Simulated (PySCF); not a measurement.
CoCl₂ was optimised in PySCF in the def2-TZVP basis family (density fitting, no spin–orbit coupling) with several functionals.

One of them gave a quartet of D∞h symmetry with a mean bond of 2.100 Å to Co, wavenumbers 76 (×2), 347, 499 cm⁻¹.

Question: Which level of theory was it?
A. B3LYP
B. wB97X
C. BP86
D. PBE

Answer: A. That is B3LYP, with Co–Cl 2.100 Å (×2). The others give BP86 2.078 Å and 499 cm⁻¹ for the highest mode; PBE 2.077 Å and 500 cm⁻¹ for the highest mode; wB97X 2.082 Å and 517 cm⁻¹ for the highest mode.

Open d or f shells are single determinants, so the state found may not be the ground state. Each species is the lowest minimum found with this bonding; other isomers or fragments can lie lower.
